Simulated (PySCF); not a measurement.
## C4H11BO2: full NMR table

- Formula: C4H11BO2
- SMILES: CCCOBOC
- Point group of the computed structure: C1
- Carbon signals: 4
- Proton signals: 5

Atoms are numbered as in `[CH3:1][CH2:2][CH2:3][O:4][BH:5][O:6][CH3:7]`; H(Xn) means a hydrogen on atom n.

- structure optimised with PBE0-D3(BJ)/def2-SVP
- J: B3LYP/pcJ-1 (spin–dipole term only in couplings to heteroatoms)
- GIAO PBE0/pcSseg-1 shieldings
- run in PySCF
- non-relativistic, one computed conformer, isolated molecule, equivalent nuclei averaged

Chemical shifts δ = σref − σ; ¹H (σref 31.27), ¹³C (σref 184.41) vs TMS; BF3·OEt2 for ¹¹B (σref 100.73); ¹⁷O (σref 334.56) vs H2O, all at this level.

| carbon | δC, type | δH (multiplicity, J in Hz) | HMBC from (abs. J ≥ 3 Hz) | span of the C tensor (ppm) |
| --- | --- | --- | --- | --- |
| C1 | 10.8, CH3 | 0.87 (t, 8.5) | H(C2) | 21 |
| C2 | 29.8, CH2 | 1.43 (sext, 8.4) | H(C1) | 34 |
| C3 | 71.1, CH2 | 3.68 (t, 8.2) | H(B5), H(C2), H(C1) | 80 |
| C7 | 50.7, CH3 | 3.73 (s) | H(B5) | 78 |

Other nuclei:
| atoms | nucleus | environment | δ (ppm) | σ (ppm) |
| --- | --- | --- | --- | --- |
| H(B5) | ¹H | hydrogen on a boron bonded to 2 O | 4.13 | 27.14 |
| B5 | ¹¹B | boron bonded to 2 O, H | 25.4 | 75.3 |
| O4 | ¹⁷O | oxygen bonded to C, B | 150.3 | 184.3 |
| O6 | ¹⁷O | oxygen bonded to C, B | 108.2 | 226.4 |

Selected couplings (Hz, signed; the shortest-range and largest first, 30 at most; isotopes ¹¹B, ¹H, ¹³C): ¹J(B5,H(B5)) 174.9, ¹J(C7,H(C7)) 148.3, ¹J(C3,H(C3)) 146.3, ¹J(C2,H(C2)) 132.9, ¹J(C1,H(C1)) 132.1, ¹J(C2,C3) 39.3, ¹J(C1,C2) 36.4, ²J(C1,C3) 2.8, ²J(C3,B5) 2.7, ²J(B5,C7) -2.3, ³J(H(C1),H(C2)) 8.5, ³J(H(C2),H(C3)) 8.2, ³J(B5,H(C3)) 5.4, ³J(B5,H(C7)) 3.2.

1. δC 71.1: sp3 CH2 bonded to O; deshielded by the electronegative neighbour.
2. δC 50.7: methyl carbon bonded to O; pulled downfield by the heteroatom.
3. δC 10.8: methyl carbon; saturated and bonded to C and H only.
4. δH 3.73: hydrogen on a methyl carbon bonded to O; its carbon carries O, an electronegative neighbour.
5. δH 0.87: hydrogen on a methyl carbon; far from electronegative atoms and π systems.
6. The protons at 0.87 and 1.43 share a coupling of 8.5 Hz (vicinal).
7. The protons at 1.43 and 3.68 share a coupling of 8.2 Hz (vicinal).

Hydrogens on boron are broadened and split by ¹¹B (spin 3/2, 80 %) and 10B (spin 3). Multiplet labels drop couplings under 1 Hz and merge nearly equal ones. Unscaled 3J(H,H) at this level run about 10 % above measured values. Shifts are as computed. Against solution values, carbons near 30 ppm lie about +2 ppm off and those near 130 ppm about +5 ppm. Of 1313 compounds with measured shifts, 239 miss one by over three times the rms of a fit or turn the order of signals round; such compounds aren't used in these exercises. Experimental scales use liquid or dissolved standards, which lie at an offset from isolated H2O (liquid H2O: subtract about 36 ppm). Chain 3J(H,H) values assume equally populated staggered rotamers: (2 J gauche + J anti)/3.
